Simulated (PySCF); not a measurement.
How methods differ on the excitation energy of S⁺

S⁺ [Ne] 3s2 3p3 (4S) → S⁺ [Ne] 3s1 3p4 (4P), as a difference of total energies. Computed with PySCF 2.14 in aug-cc-pwCVQZ (10s9p7d5f3g, 134 functions), with the non-relativistic Hamiltonian (point nucleus). Correlated levels: valence: [Ne] frozen; valence and next inner shell: 1s2 frozen; nothing frozen. The calculations carry no spin-orbit coupling.

```
                                method  excitation energy (cm⁻¹)  error (cm⁻¹)
                                   UHF                     83789         +4179
                                   LDA                     82933         +3322
                                   PBE                     82022         +2412
                                  PBE0                     83131         +3521
                                r2SCAN                     79722          +112
                                  PW91                     81959         +2348
                                PBEsol                     81669         +2058
                             BHandHLYP                     85064         +5454
                         MP2 (valence)                     83841         +4230
                     SCS-MP2 (valence)                     83884         +4273
    MP2 (valence and next inner shell)                     84544         +4933
SCS-MP2 (valence and next inner shell)                     84400         +4790
                   MP2 (all electrons)                     84485         +4875
               SCS-MP2 (all electrons)                     84366         +4756
```

Reference: 79610 cm⁻¹ (measured; NIST levels, between the centres of gravity of the two terms).
